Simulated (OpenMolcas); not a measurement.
**Hf: CASPT2 settings compared**

```yaml
Program: OpenMolcas
Basis: ANO-RCC-VQZP [9s8p6d4f3g2h]
Scalar_Hamiltonian: DKH2, point nucleus
Active_space: 4 electrons in 6 orbitals (5d 6s)
State_averaging: 2S+1 = 3 even, 19 roots; 2S+1 = 5 even, 10 roots kept (CI in the orbitals of an earlier block); 2S+1 = 1 even, 14 roots kept (CI in the orbitals of an earlier block)
Spin-orbit_coupling: RASSI with atomic mean-field integrals over the reference wave functions, term energies averaged over their components
```

Methods on the same reference wave functions:
A. CASSCF
B. SS-CASPT2, IPEA 0.75 Eh, imaginary shift 0.3 Eh (closed shells correlated: 4f 5s 5p)
C. SS-CASPT2, IPEA 0.6 Eh, imaginary shift 0.5 Eh (closed shells correlated: 5s 5p)

Energies in cm-1 above 5d2 6s2 3F2, the measured ground level; measured values from NIST Handbook of Basic Atomic Spectroscopic Data.

```json
{"Level": "5d2 6s2 3F2", "A": "0.0", "B": "0.0", "C": "0.0", "Measured": "0.0"}
{"Level": "5d2 6s2 3F3", "A": "2183", "B": "2310", "C": "2280", "Measured": "2357"}
{"Level": "5d2 6s2 3F4", "A": "4336", "B": "4390", "C": "4380", "Measured": "4568"}
{"Level": "5d2 6s2 3P0", "A": "4387", "B": "5670", "C": "5570", "Measured": "5522"}
{"Level": "5d2 6s2 3P1", "A": "4933", "B": "6220", "C": "6120", "Measured": "6573"}
{"Level": "5d3 6s 5F1", "A": "8823", "B": "13240", "C": "12980", "Measured": ""}
{"Level": "5d3 6s 5F2", "A": "9433", "B": "13850", "C": "13590", "Measured": ""}
{"Level": "5d3 6s 5F3", "A": "10320", "B": "14720", "C": "14470", "Measured": ""}
{"Level": "5d2 6s2 1G4", "A": "11298", "B": "9510", "C": "9690", "Measured": "10533"}
{"Level": "5d3 6s 5F4", "A": "11461", "B": "15820", "C": "15560", "Measured": ""}
{"Level": "5d3 6s 5F5", "A": "12750", "B": "17050", "C": "16790", "Measured": ""}
```

Deviations, from unrounded energies. A percentage is the sum of absolute deviations over the sum of measured energies, with the sign that they share, or ± where signs differ.

| Against measurement | Levels | A | B | C |
| --- | --- | --- | --- | --- |
| mean absolute deviation (cm-1) | 5 | 790 | 350 | 320 |
| fine structure of the ground term (%) | 2 | -5.8 | -3.2 | -3.8 |
| other terms of the ground configuration (%) | 3 | ±15.6 | ±6.7 | ±5.9 |

C lies closest to measurement on these levels and A furthest from it. The largest miss of C in the table is 5d2 6s2 1G4, by -840 cm-1. The ranking rests on the paired levels alone, and a cruder setting can come out closer through cancelling errors.

Between B and C the level of the table that moves most is 5d3 6s 5F5, by 260 cm-1 (lowest in C, highest in B). Moves below CASPT2's spread within the term are not significant.

The mean deviations of B to C differ by less than CASPT2's widest spread within a term (380 cm-1), so their order carries little weight.

From A to B the spin-free energies of the other terms of 5d2 6s2 shown, above 3F, scale by factors of 0.76 to 1.41.

The lowest spin-free term lies below A's lowest term by 1.313 hartree in B, 0.292 hartree in C.

CASPT2 does not keep the components of a term degenerate, so their means are used; among the terms shown or strongly mixed into the levels shown the widest spread is 380 cm-1 (5d2 6s2 1G, B). Terms from blocks run as CI alone lack orbitals of their own. A single d shell beside an s shell can misplace configurations of different d count against each other. Without dynamic correlation excited terms often stand tens of per cent too high (terms of higher spin than the ground term too low), and those without a measured partner can miss by more than the paired ones (holds for A). Measured partners are found by configuration, term and J. A level has none where our copy of the source lacks it or the pairing is in doubt (some pairs that miss far off the trend of their configuration count as doubtful), and it then counts in no deviation. Only configurations of the active space appear. The table leaves out levels that lie high or whose names do not pair safely across all columns.
